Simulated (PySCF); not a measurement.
Geometry:
```tsv
atom	x (Å)	y (Å)	z (Å)
C1	-2.973	-0.259	-0.409
N2	-2.142	0.876	-0.186
C3	-0.887	0.781	-0.175
Si4	0.241	-0.737	-0.423
O5	1.754	-0.170	-0.337
Si6	3.180	0.486	0.053
H7	-3.600	-0.050	-1.277
H8	-2.420	-1.194	-0.569
H9	-3.634	-0.366	0.453
H10	-0.373	1.725	0.005
H11	0.124	-1.322	-1.759
H12	0.078	-1.722	0.648
H13	3.821	-0.426	0.998
H14	3.908	0.595	-1.208
H15	2.919	1.791	0.660
```

[PySCF 2.14.0 with density-fitted response routines: GFN2-xTB structure; NMR shieldings at PBE0/pcSseg-1/GIAO; one computed conformer; one averaged value for each set of equivalent atoms; no solvent model; non-relativistic Hamiltonian]

Predict the 2D correlation tables (HSQC, COSY, HMBC).

Answers



HSQC (one-bond C–H):
| δH | δC |
| --- | --- |
| 8.56 (H10) | 179.9 (C3) |
| 3.81 (H7/H8/H9) | 53.8 (C1) |

COSY cross peaks (H two or three bonds apart, from the bond graph; peaks can be absent where the dihedral angle is near 90°):
| δH | δH |
| --- | --- |
| 8.56 (H10) | 5.62 (H11/H12) |

HMBC (two and three bonds, from the bond graph):
| δH | δC |
| --- | --- |
| 8.56 (H10) | 53.8 (C1) |
| 5.62 (H11/H12) | 179.9 (C3) |
| 3.81 (H7/H8/H9) | 179.9 (C3) |

References, each an isolated molecule treated in the same way: TMS for $^{1}$H (31.72 ppm), $^{13}$C (186.93 ppm).

Shifts are as computed. Against solution values, carbons near 30 ppm lie about +3 ppm off and those near 130 ppm about +5 ppm. Of 1211 compounds with measured shifts, 218 miss one by over three times the rms of a fit or turn the order of signals round; such compounds aren't used in these exercises.
